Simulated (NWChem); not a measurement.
System: cyclohexane (C6H12); SMILES C1CCCCC1

The following NWChem deck was run.

```
start job
memory heap 200 mb stack 900 mb global 1100 mb
geometry units angstroms noautosym nocenter noautoz
  C     -1.435675     0.303856    -0.229758
  C     -0.454642     1.394957     0.229405
  C      0.981082     1.090965    -0.229529
  C      1.435675    -0.303856     0.229758
  C      0.454642    -1.394957    -0.229405
  C     -0.981082    -1.090965     0.229529
  H     -1.502257     0.317697    -1.328089
  H     -2.444787     0.517414     0.146017
  H     -0.774214     2.375920    -0.145631
  H     -0.475734     1.458744     1.327846
  H      1.026304     1.141069    -1.327910
  H      1.670429     1.858456     0.145787
  H      2.444787    -0.517414    -0.146017
  H      1.502257    -0.317697     1.328089
  H      0.774214    -2.375920     0.145631
  H      0.475734    -1.458744    -1.327846
  H     -1.026304    -1.141069     1.327910
  H     -1.670429    -1.858456    -0.145787
end
basis spherical
  C library pcsseg-1
  H library pcsseg-1
end
dft
  xc kt2
  iterations 150
end
property
  shielding 3 1 7 8
  efieldgrad
end
task dft property
```

Structure relaxed at the B3LYP/6-31G* (spherical d) level.

GIAO values for the isolated, static molecule; σ is the absolute isotropic shielding, δ = σ(reference) − σ with the isolated reference molecule computed at the same levels (13C: tetramethylsilane, 1H: tetramethylsilane).

Atoms are numbered as in the input.

Question: Predict the main results of this run. (KT2/pcSseg-1, GIAO.) Quantities: δ C1 (ppm); δ H7 (ppm); δ H8 (ppm).

Answer: 
- δ C1 (ppm) = 31.3
- δ H7 (ppm) = 1.26
- δ H8 (ppm) = 1.68
